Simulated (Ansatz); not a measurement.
`[NH2][Ta]([F])(=[S])[Cl]` + NH₃ → `[NH2][Ta]([NH2])([F])=[S]` + HCl at 298.15 K and 1 bar (ligand exchange at a Ta–Cl bond).

Calculated with Ansatz (gas phase, PBE0-D4/def2-TZVP geometries, no zero-point term in ΔE). CCSD(T)/CBS adds triple-zeta CCSD(T) − MP2 to the extrapolated MP2 energy (def2 sets, frozen cores). This one scheme is used for every species. def2 core potentials past Kr. For Ta outer-core shells are correlated without core-valence functions, which leaves a few kJ/mol of doubt a bond. One conformer a species, not always the lowest.

```csv
species,CCSD(T)/CBS energy (Eh),H − E (kJ/mol),S (J/(mol·K))
`[NH2][Ta]([F])(=[S])[Cl]`,-1070.37365,102.1,370.4
NH₃,-56.50880,100.5,192.4
`[NH2][Ta]([NH2])([F])=[S]`,-666.47375,165.6,374.2
HCl,-460.38127,26.6,186.8
```

H − E and S are ideal-gas, rigid-rotor, harmonic terms from PBE0-D4/def2-TZVP, for one conformer and one mirror image of each species. 1 Eh = 2625.50 kJ/mol, R = 8.31446 J/(mol·K).

Problem. By hand: ΔE, ΔH, ΔS and ΔG.

Solution. ΔE = (-666.47375) + (-460.38127) − (-1070.37365) − (-56.50880) = 0.02743 Eh = 72.0 kJ/mol. Δ(H − E) = 165.6 + 26.6 − 102.1 − 100.5 = -10.4, so ΔH = 61.6 kJ/mol. ΔS = 374.2 + 186.8 − 370.4 − 192.4 = -1.8 J/(mol·K). ΔG = 61.6 − 298.15 × (-1.8)/1000 = 62.1 kJ/mol.

Problem. By hand: the equilibrium constant, and the temperature at which ΔG would vanish if ΔH and ΔS stayed fixed.

Solution. log₁₀ K = −ΔG/(RT ln 10) = -10.9. ΔH and −TΔS have one sign here, so there is no such temperature. One of them is within its doubt of zero, so this could turn.

The number of gas molecules stays the same, so ΔS is small and ΔH decides. A doubt of 5 kJ/mol in ΔE shifts log₁₀ K by 0.9 here. Other conformers and mirror images would add mixing entropy, several J/(mol·K) or more a flexible species. These are equilibria of isolated gas molecules and say nothing of rates. Largest T1 diagnostic: 0.020 (customary marks: 0.02 for closed shells, 0.045 for open ones).
